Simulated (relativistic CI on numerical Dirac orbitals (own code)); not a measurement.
# How well does a small relativistic CI reproduce Se V?

Calculated at this level of theory: Dirac-Coulomb-Breit CI, KLI orbitals optimised for each configuration, model QED (radiative potential, 1s self-energy scaled to tabulated hydrogen-like ionisation energies), valence Slater integrals scaled by 0.85, P86 correlation energy added to each configuration (own radial code, finite nucleus).

CI space (outside the closed core [Ar]): 3d10 4s2, 3d10 4s 4p, 3d10 4p2, 3d10 4s 4d, 3d10 4s 4f, 3d10 4d2, 3d10 4p 4d, 3d10 4s 5s, 3d10 4s 5p, 3d10 4f2, 3d10 4p 4f, 3d10 4s 5d, 3d10 4s 6s, 3d10 4s 6p, 3d10 4p 5s, 3d10 4s 5f, 3d10 4s 5g, 3d10 4s 6d, 3d10 4s 7s, 3d10 4s 7p, 3d9 4s 4p2, 3d10 4s 7d, 3d10 4d 4f, 3d8 4s2 4p2, 3d9 4s2 4p, 3d10 4d 5s, 3d9 4s 4p 4d, 3d10 5s2. Levels of other configurations are missing.

```tsv
Configuration	Term (tabulated)	J	Measured (cm⁻¹)	Computed	Error	Purity (%)
3d10 4s2	1S	0	0.0	0	0	98
3d10 4s 4p	3P°	0	89749.0	86733	-3016	100
3d10 4s 4p	3P°	1	91350.0	88268	-3082	99
3d10 4s 4p	3P°	2	94960.0	91704	-3256	100
3d10 4s 4p	1P°	1	131733.0	129065	-2668	97
3d10 4p2	3P	0	211794.0	209552	-2242	98
3d10 4p2	1D	2	213203.0	210541	-2662	67
3d10 4p2	3P	1	214091.0	211718	-2373	100
3d10 4p2	3P	2	218615.0	215959	-2656	81
3d10 4p2	1S	0	248787.0	245923	-2864	95
3d10 4s 4d	3D	1	257536.0	254784	-2752	100
3d10 4s 4d	3D	2	257750.0	254984	-2766	100
3d10 4s 4d	3D	3	258082.0	255292	-2790	100
3d10 4s 4d	1D	2	279038.0	277245	-1793	80
3d10 4s 5s	3S	1	287422.0	285130	-2292	100
3d10 4s 5s	1S	0	295381.0	293487	-1894	100
3d10 4s 5p	3P°	0	326298.0	323230	-3068	99
3d10 4s 5p	3P°	1	326631.0	323623	-3008	96
3d10 4s 5p	3P°	2	327843.0	324834	-3009	99
3d10 4s 5p	1P°	1	329640.0	327463	-2177	93
3d10 4p 4d	3F°	2	351880.0	349228	-2652	79
3d10 4p 4d	3F°	3	353241.0	350852	-2389	77
3d10 4p 4d	3F°	4	355112.0	352965	-2147	73
3d10 4s 4f	1F°	3	358148.0	360428	2280	75
3d10 4p 4d	1D°	2	363473.0	358721	-4752	94
3d10 4s 4f	3F° (computed)	2	372695.0	372305	-390	65
3d10 4p 4d	3D°	1	373386.0	369732	-3654	57
3d10 4s 4f	3F°	4	374294.0	373352	-942	74
3d10 4p 4d	3P°	0	376667.0	372241	-4426	99
3d10 4p 4d	3P°	1	377057.0	372775	-4282	57
3d10 4p 4d	3D° †	3	377171.0	373647	-3524	61
3d10 4p 4d	3D° †	2	377216.0	373379	-3837	60
3d10 4s 5d	3D	1	384101.0	381429	-2672	100
3d10 4s 5d	3D	2	384207.0	381510	-2697	100
3d10 4s 5d	3D	3	384376.0	381639	-2737	100
3d10 4s 5d	1D	2	386684.0	385581	-1103	99
3d10 4s 6s	3S	1	395720.0	393027	-2693	100
3d10 4s 6s	1S	0	398817.0	396017	-2800	100
3d10 4p 4d	1P°	1	399060.0	394156	-4904	87
3d10 4p 5s	3P°	0	401867.0	398024	-3843	97
3d10 4p 5s	3P°	1	402722.0	398876	-3846	81
3d10 4p 4d	1F°	3	404273.0	400632	-3641	66
3d10 4p 5s	3P°	2	407500.0	403129	-4371	94
```

Measured levels from measured levels as listed in Rauch et al., Astron. Astrophys. 606, A105 (2017); pairs were made by configuration, J and term (by order where the table uses no LS term), so strongly mixed levels may be paired wrongly.

Mean error by configuration (cm⁻¹): 3d10 4s 4p -3006; 3d10 4p2 -2559; 3d10 4s 4d -2525; 3d10 4s 5s -2093; 3d10 4s 5p -2815; 3d10 4p 4d -3650; 3d10 4s 4f 316; 3d10 4s 5d -2302; 3d10 4s 6s -2746; 3d10 4p 5s -4020. Over the excited levels the mean absolute error is 2840 cm⁻¹ (42 of the 45 excited levels that our extract of the source holds in range could be paired, and the others can miss by more), and the median relative error of those above 1,000 cm⁻¹ is 0.95 %. † marks terms whose computed intervals miss the measured ones by more than a factor of 2.5, or configurations far off the rest, from wrong mixing, a near crossing or a doubtful label or measurement; they are left out of the means.
